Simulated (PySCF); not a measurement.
This script is equivalent to a calculation on Hg⁺ (mercury, charge +1).

```python
from pyscf import gto, scf, dft, mp, cc
import basis_set_exchange as bse
txt = bse.get_basis("cc-pVDZ-PP", elements=["Hg"], fmt="nwchem", header=False)
cut = txt.index("\nECP")
mol = gto.M(atom="Hg 0 0 0", charge=1, spin=1, symmetry="D2h",
            basis=gto.basis.parse(txt[:cut]),
            ecp={"Hg": gto.basis.parse_ecp(txt[cut:])})
mf = scf.UHF(mol)
mf.irrep_nelec = {'Ag': (4, 3), 'B1g': (1, 1), 'B2g': (1, 1), 'B3g': (1, 1), 'B1u': (1, 1), 'B2u': (1, 1), 'B3u': (1, 1)}
mf.kernel()
```

(1) What total energy does it give?

(2) Which occupied shell lies highest, and where?

(3) What is ⟨S²⟩, and what would a pure spin state give?

Energies and moments cover only the electrons outside the core potential. Spin-orbit coupling, which splits the p, d and f shells strongly at this Z, is absent.

Answers

(1) -152.22471 hartree (calculated).

(2) 6s α, at -17.280 eV.

(3) 0.752, against 0.75.
